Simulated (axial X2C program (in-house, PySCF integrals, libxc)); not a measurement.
Levels of AlRu by electron attachment to AlRu⁺ (EOM-EA-CCSD)

Calculated with an axial X2C code built on PySCF integrals: two-component X2C with atomic mean-field Coulomb and Gaunt terms, Gaussian nuclei, basis Ru dyall-acv3z, Al dyall-av3z with contracted cores.

R = 2.271 Å (near the PBE0 minimum at charge 0 of the determinant lowest at the starting distance; the state shown can have its own minimum elsewhere).

Hartree–Fock spinors of AlRu⁺ (one of each Kramers pair; a window near the gap, which can cut inner shells):

| ω | occupied | ε (eV) | character |
| --- | --- | --- | --- |
| 1/2 | yes | -17.47 | 43% Al s, 38% Ru d, 10% Ru p |
| 3/2 | yes | -16.44 | 99% Ru d |
| 1/2 | yes | -15.15 | 90% Ru d, 5% Al p, 2% Al d |
| 3/2 | yes | -14.23 | 89% Ru d, 7% Al p, 3% Al d |
| 1/2 | yes | -13.53 | 58% Ru d, 22% Al s, 7% Al p |
| 1/2 | no | -5.06 | 56% Al p, 33% Ru s, 6% Ru d |
| 1/2 | no | -4.13 | 58% Al p, 30% Ru p, 9% Ru d |
| 3/2 | no | -4.01 | 58% Al p, 28% Ru p, 10% Ru d |
| 1/2 | no | -2.78 | 33% Ru s, 28% Ru p, 15% Al s |
| 5/2 | no | -2.27 | 87% Ru d, 10% Al d, 3% Al f |
| 1/2 | no | -1.93 | 34% Ru p, 23% Ru s, 14% Al s |

Levels of AlRu obtained by attaching an electron to AlRu⁺:

```json
{"Ω": "1/2", "binding energy (eV)": "6.209", "above lowest (cm⁻¹)": "0", "attached spinor": "50% Al pσ, 39% Ru sσ", "one-particle weight": "0.93"}
{"Ω": "5/2", "binding energy (eV)": "6.140", "above lowest (cm⁻¹)": "554", "attached spinor": "97% Ru dδ", "one-particle weight": "0.81"}
{"Ω": "1/2", "binding energy (eV)": "4.817", "above lowest (cm⁻¹)": "11232", "attached spinor": "58% Al pπ, 31% Ru pπ, 8% Ru dπ", "one-particle weight": "0.94"}
{"Ω": "3/2", "binding energy (eV)": "4.684", "above lowest (cm⁻¹)": "12303", "attached spinor": "58% Al pπ, 29% Ru pπ, 10% Ru dπ", "one-particle weight": "0.94"}
{"Ω": "1/2", "binding energy (eV)": "3.613", "above lowest (cm⁻¹)": "20943", "attached spinor": "37% Ru pσ, 20% Al pσ, 19% Ru sσ", "one-particle weight": "0.75"}
```

(1) Take the first Ω = 1/2 and Ω = 3/2 rows of π character: how far apart are they, and which lies lower?

This point took 17 s on 1 thread of Arm Neoverse V2 (shared host).

Reference electrons by ω block (each with its −ω partner): 1/2: 19, 3/2: 8, 5/2: 1. 10 electrons of AlRu⁺ correlated (inner shells frozen), 92 natural virtual spinors (a truncated set); levels can be off by some tenths of an eV. Roots sought by Ω: (1/2: 5, 3/2: 4, 5/2: 2, 7/2: 1); rows need 60 % one-particle weight and stop where some Ω has no more roots. Missing are any skipped roots, higher Ω and states of a further excitation; these come out far too high here and may in truth be low or lowest. T1 of the reference 0.037 (Lee–Taylor). The reference was not checked to be the lowest state of its species. Number of frozen shells: Ru 4 s, 3 p, 1 d; Al 2 s, 1 p. Large amplitudes in the reference (orbital relaxation or multireference character) lower the reliability.

Answers

(1) E(3/2) − E(1/2) = 12303 − 11232 = 1071 cm⁻¹ at EOM-EA-CCSD: regular, Ω = 1/2 lower. Splittings at this level can be off by ten to twenty per cent.
